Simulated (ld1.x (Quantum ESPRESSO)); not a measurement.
Logarithmic derivatives: terbium (Tb), TM

| Item | Value |
| --- | --- |
| Element | Tb (Z = 65) |
| Generator | ld1.x (Quantum ESPRESSO) 7.5 |
| Type | norm-conserving Troullier–Martins (Kleinman–Bylander form) |
| Functional | PBEsol |
| Relativity | scalar-relativistic |
| Frozen core | [Xe] 4f8 |
| Valence charge | 3 |
| Reference configuration | 5d1 6s1 6p1 |
| Partial waves | 6s (bound): rc 3.55 bohr; 5d (bound): rc 2.25 bohr; 6p (bound): rc 4.20 bohr |
| Local potential | the p channel |
| Core correction | none |

The phase is arctan(r·u′/u) with u = r·R(r), unwrapped; energies in Ry, scanned from -2 to 5 Ry. A pole is an energy at which the radial function vanishes at the test radius. The pseudo phase is shifted by a multiple of π to meet the all-electron one at the reference energy, and phase errors are pseudo minus all-electron; the curves can meet again beyond the range given. Levels narrower than the energy grid can be missing from the lists of poles.

Q: For each channel, where are the poles, and over which energies does the pseudopotential scatter like the atom?

A:

| channel | radius (bohr) | reference energy (Ry) | poles, all-electron | poles, pseudo | unbroken range about the reference energy with phases within 0.05 rad | phase error 1 Ry above the reference energy (rad) |
| --- | --- | --- | --- | --- | --- | --- |
| s | 4.57 | -0.36 | 0.01, 2.65 | -0.00, 1.62, 3.94 | below 0.5 | -0.084 |
| p | 4.57 | -0.14 | 0.58, 3.43 | 0.54, 2.67 | below 1.0 | -0.026 |
| d | 4.57 | -0.26 | -0.16, 1.70, 4.83 | -0.15, 2.17 | below 0.2 | +0.727 |

Phases in the d channel:

```
E (Ry)  all-electron  pseudo
 -2.00         1.411   1.412
 -1.52         1.385   1.386
 -1.04         1.339   1.341
 -0.56         1.196   1.201
 -0.08        -1.687  -1.677
  0.40        -2.186  -2.057
  0.88        -4.271  -3.854
  1.36        -4.629  -4.526
  1.84        -4.740  -4.662
  2.32        -4.839  -4.732
  2.80        -5.086  -4.792
  3.28        -7.251  -4.879
  3.76        -7.703  -5.147
  4.24        -7.796  -7.190
  4.72        -7.845  -7.670
```
